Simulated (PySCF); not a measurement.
F₂GeH₂O, SMILES [OH][GeH]([F])[F].

The structure is a stationary point at B3LYP-D3(BJ)/def2-SVP. One conformer was computed; it need not be the lowest.

Level of theory: CAM-B3LYP/def2-TZVPD (PySCF).

Symmetry labels are those of the subgroup Cs that the program uses (full group Cs).

Computed valence orbital energies around the gap with their symmetry:
```
orbital  symmetry  energy (eV)
-------  --------  -----------
HOMO−7         A"       -15.00
HOMO−6         A'       -14.71
HOMO−5         A'       -14.03
HOMO−4         A"       -13.55
HOMO−3         A"       -13.23
HOMO−2         A'       -12.75
HOMO−1         A'       -12.31
HOMO           A"       -11.67
LUMO           A'         0.10
LUMO+1         A'         0.94
LUMO+2         A"         1.04
LUMO+3         A'         1.19
```
